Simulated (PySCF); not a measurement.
# Orbital energies, ionisation energy and electron affinity

Species: (Cl)3Zr-S-SiH3 (singlet state).
Geometry (PBE0-D3(BJ)/def2-SVP, Å), atoms numbered from 1 in this order:
```xyz
9
Cl3H3SSiZr angstrom
Zr     1.549    0.585   -0.052
Cl     0.328    1.963   -1.485
Cl     2.476   -1.238   -1.169
Cl     3.265    1.712    1.032
S     -0.016   -0.130    1.613
Si    -1.609   -0.645    0.237
H     -2.322   -1.818    0.812
H     -1.015   -1.015   -1.084
H     -2.524    0.517    0.070
```

Level: wB97X-D/def2-SVPD (PySCF). Frontier orbitals with their largest atomic shares (Löwdin; up to four atoms above 4 %):

```
orbital  ε (eV)                             main atoms
 HOMO−3  -11.59   Cl2 34 %, Cl4 30 %, S5 13 %, Cl3 9 %
 HOMO−2  -11.47           Cl3 44 %, Cl4 30 %, Cl2 23 %
 HOMO−1  -10.85    S5 56 %, Si6 13 %, Zr1 11 %, H8 8 %
   HOMO  -10.02                                      ?
   LUMO   -1.11     Zr1 68 %, Cl4 9 %, S5 7 %, Cl2 6 %
 LUMO+1   -0.86     Zr1 69 %, S5 9 %, Cl2 8 %, Cl4 7 %
 LUMO+2   -0.26  Zr1 61 %, Cl4 10 %, Cl3 10 %, Cl2 7 %
```

**Question.** What vertical ionisation energy does ΔSCF give, and how far is −ε(HOMO) from it?

**Answer.** ΔSCF: 10.09 eV (973 kJ/mol; threshold wavelength 123 nm); ⟨S²⟩ of the doublet left behind is 0.755, against 0.75 for a pure doublet. −ε(HOMO) is 10.02 eV, 0.07 eV below it. In exact Kohn–Sham theory the two would be equal; wB97X-D (range-separated hybrid) comes within 0.07 eV of that here.

**Question.** On which atoms does the HOMO lie?

**Answer.** S5 (sulfur bonded to Si and Zr) 66 %, Si6 (silicon bonded to S and 3 H) 9 %, Zr1 (zirconium bonded to 3 Cl and S) 7 %, Cl3 (chlorine bonded to Zr) 6 %, so more than half of it is on one atom. The HOMO−1 lies 0.83 eV lower.

**Question.** And the vertical electron affinity, the fundamental gap, Mulliken's electronegativity and the hardness (with the factor ½)?

**Answer.** EA = 1.27 eV by ΔSCF (−ε(LUMO) = 1.11 eV). IE − EA = 8.82 eV against an orbital gap of 8.91 eV; (IE + EA)/2 = 5.68 eV; (IE − EA)/2 = 4.41 eV.

**Question.** Shift the occupied levels rigidly so that −ε(HOMO) equals the ΔSCF value. What binding energies result?

**Answer.** The shift is +0.07 eV: HOMO 10.09, HOMO−1 10.92, HOMO−2 11.54, HOMO−3 11.66 eV. A rigid shift is only a rough guide to the deeper ionisations.

**Question.** The lowest singlet excitation (vertical TDDFT, same level) lies at 4.23 eV. How far is it below IE − EA?

**Answer.** IE − EA = 8.82 eV, so by 4.59 eV.

**Question.** What kinetic energy would electrons from this vertical process carry with He I light (21.218 eV)?

**Answer.** 21.22 − 10.09 = 11.13 eV.

**Question.** How many of the 10 lowest singlet excitations (vertical TDDFT, same level) lie below the ionisation energy?

**Answer.** All 10; they run from 4.23 to 6.02 eV.

Geometry: PBE0-D3(BJ)/def2-SVP; no solvent, vibrations or thermal averaging. Atoms past krypton carry effective core potentials; spin–orbit coupling is left out.
